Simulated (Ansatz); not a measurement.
Program: Ansatz. Geometries: PBE0-D4/def2-TZVP. ΔE: electronic, gas phase. CBS: MP2 limit from def2 TZ/QZ plus the TZ coupled-cluster correction, frozen cores. This one scheme is used for every species. Functionals use def2-TZVPP. B3LYP here is the variant with VWN-RPA as its local correlation; programs differ in this. HSE06 is defined as in plane-wave codes. Elements past krypton have def2 core potentials. For In outer-core shells are correlated without core-valence functions, which leaves a few kJ/mol of doubt a bond. Each species was taken in one conformer, which may not be the lowest.

`C#[C][In]([Cl])[Cl]` + `[SiH3]N[SiH3]` → `[SiH3][N]([SiH3])[In]([Cl])[Cl]` + `C#C`  (ligand exchange at the In–C bond)

`C#[C][In]([Cl])[Cl]`:

```xyz
6

C    -1.487    0.352    1.395
C    -0.619    0.146    0.582
In    0.856   -0.203   -0.803
Cl    2.377    1.404   -1.437
Cl    1.127   -2.233   -1.852
H    -2.253    0.534    2.114
```

`[SiH3]N[SiH3]`:

```xyz
10

Si   -0.218   -1.524   -0.260
N    -0.584    0.161   -0.183
Si    0.420    1.467    0.330
H     1.075   -1.729    0.437
H    -0.098   -2.020   -1.659
H    -1.281   -2.329    0.401
H    -1.493    0.425   -0.539
H     1.633    0.876    0.949
H    -0.286    2.324    1.320
H     0.833    2.348   -0.798
```

`[SiH3][N]([SiH3])[In]([Cl])[Cl]`:

```xyz
12

Si    0.159    1.116   -1.316
N     0.012    0.000    0.009
Si   -1.498   -0.822    0.268
In    1.576   -0.342    1.231
Cl    3.505    0.904    1.082
Cl    1.474   -2.002    2.822
H     1.596    1.294   -1.644
H    -0.428    2.442   -0.988
H    -0.562    0.568   -2.497
H    -2.610    0.094   -0.105
H    -1.608   -2.052   -0.562
H    -1.616   -1.200    1.699
```

`C#C`:

```xyz
4

C    -0.431    0.105   -0.402
C     0.431   -0.105    0.402
H    -1.197    0.291   -1.118
H     1.197   -0.291    1.118
```

Task: Is it downhill or uphill in electronic energy at CCSD(T)/CBS, and by how much? (Best estimate.)

Result: Ansatz gave: Downhill: ΔE = -8.9 kJ/mol.

Task: What do these levels give: B97M-V, HSE06-D4, BHLYP-D4, CAM-B3LYP-D4, PBE-QIDH, B3LYP, r2SCAN0, CAM-B3LYP, HF/def2-SVP, CCSD/def2-SVP, MP2/def2-TZVPP, HF/CBS(def2)? (An estimate is asked.)

Result: Computed: B97M-V 3.1, HSE06-D4 2.3, BHLYP-D4 -0.8, CAM-B3LYP-D4 2.3, PBE-QIDH 4.3, B3LYP 12.0, r2SCAN0 6.0, CAM-B3LYP 10.8, HF/def2-SVP 15.2, CCSD/def2-SVP -4.0, MP2/def2-TZVPP -2.8, HF/CBS(def2) 18.7 kJ/mol.

Largest T1 diagnostic among the species: 0.013.

The D4 term adds −13.4 kJ/mol with B3LYP and −7.7 kJ/mol with PBE0; it sums over pairs of atoms, weighted by their polarisabilities, and B3LYP, whose exchange is more repulsive, gets the larger term. In def2-TZVPP, CCSD(T) changes the Hartree–Fock value by −20.3 kJ/mol (the triples alone add −3.5 kJ/mol) and MP2 by −22.8 kJ/mol. Leaving LDA and LC-ωPBE aside and taking each functional with its dispersion term where it has one, the values, not all of them listed here, spread over 9.5 kJ/mol, from BLYP-D4 to B2PLYP. LDA lies −8.5 kJ/mol from PBE without D4.
